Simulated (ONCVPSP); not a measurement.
# How hard is this europium ONCV potential?

* Element: Eu
* Generator: ONCVPSP 4.0.1
* Type: optimised norm-conserving Vanderbilt (ONCV)
* Functional: LDA (Perdew-Wang 92)
* Relativity: scalar-relativistic
* Frozen core: [Kr] 4d10 4f6
* Valence charge: 11
* Reference configuration: 5s2 5p6 5d1.5 6s1.5
* Partial waves: 5s+6s: rc 1.85 bohr, ncon 4, nbas 7, qcut 6.8 1/bohr, 3 projectors, debl 1.2 Ha; 5p: rc 2.15 bohr, ncon 4, nbas 7, qcut 5.9 1/bohr, 2 projectors, debl 1.8 Ha; 5d: rc 3.30 bohr, ncon 3, nbas 8, qcut 3.9 1/bohr, 3 projectors, debl 3.9 Ha
* Local potential: polynomial inside 1.80 bohr (lpopt 5, dvloc0 -1 Ha)
* Core correction: Teter function, fcfact 2.25, rcfact 1.8

Question: For each optimised wave give the share of its norm inside rc, the residual kinetic energy above qcut (Ha) and the cutoffs (Ha) for errors of 10, 1, 0.1 and 0.01 mHa per electron.

Answer:

```tsv
wave	norm inside rc	residual KE	10 mHa	1 mHa	0.1 mHa	0.01 mHa
5s	0.867	1.6e-06	12.7	16.3	19.0	21.4
6s	0.041	8.3e-07	9.5	14.2	17.8	20.5
s projector 3	0.077	4.8e-06	12.3	16.5	19.6	22.5
5p	0.850	4.3e-06	5.0	10.5	13.9	16.7
p projector 2	0.084	1.7e-05	4.8	10.9	15.1	20.1
5d	0.680	8.1e-06	4.3	5.5	6.7	7.8
d projector 2	0.211	3.0e-03	7.2	8.8	32.8	69.4
d projector 3	0.125	1.8e-01	35.9	66.8	not reached	not reached
```

The occupied waves need 16 Ha and 19 Ha for 1 and 0.1 mHa. The cutoffs count occupied waves only; projector 3 of the d channel, the hardest unoccupied one, needs 67 Ha at the loose tolerance. 1 of 4 tests not solved or not reliable.
